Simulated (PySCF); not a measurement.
# Calculated NMR data

No relativistic terms, a single conformation, rapidly exchanging positions averaged, no solvent. Structure optimised with GFN2-xTB; PBE0/pcSseg-1 with gauge-including orbitals; PySCF.

Scale: $^{1}$H, $^{13}$C vs TMS (reference shieldings calculated alike). Splittings of carbon signals by F and P are missing where no couplings were computed. Where no couplings were computed, multiplicities follow the n + 1 count of equivalent neighbours, and m marks all less simple cases (inequivalent or close neighbours, rings, F or P nearby). Shifts are as computed. Against solution values, carbons near 30 ppm lie about +3 ppm off and those near 130 ppm about +5 ppm. Of 1211 compounds with measured shifts, 218 miss one by over three times the rms of a fit or turn the order of signals round; such compounds aren't used in these exercises.

**1.** `C1=CC=CC(=C)C=C1`, C8H8. $^{1}$H NMR (500 MHz, computed): δ 6.00 (d, 2H), 5.59 (m, 2H), 5.45 (m, 2H), 4.49 (s, 2H). $^{13}$C{$^{1}$H} NMR (computed): δ 154.9, 148.8, 139.5, 133.8, 114.7.

**2.** SMILES C=C(O/C=C\F)C(F)(F)F, C5H4F4O. $^{1}$H NMR (500 MHz, computed): δ 6.41 (m, 1H), 5.98 (m, 1H), 5.81 (m, 1H), 5.03 (m, 1H). $^{13}$C{$^{1}$H} NMR (computed): δ 154.8, 143.0, 131.3, 129.0, 104.7.
